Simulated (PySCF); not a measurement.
GaI, optimised at PBE/def2-SVP:

```xyz
2

Ga     0.0031    -0.9609     0.8811
I     -0.0031     0.9609    -0.8811
```

Energies from PySCF (xtb for GFN2), thermal terms from the rigid-rotor harmonic-oscillator model, ideal gas at 1 bar. All species are closed-shell singlets. I: scalar-relativistic def2 core potential, no spin-orbit coupling. Ga: all electrons, no relativistic terms.

Task: List the harmonic frequencies (cm⁻¹, unscaled) at this level and at the other levels, each on its own geometry.

Result: 
- PBE/def2-SVP: 214
- GFN2-xTB: 227
- PBE0/def2-TZVP: 216
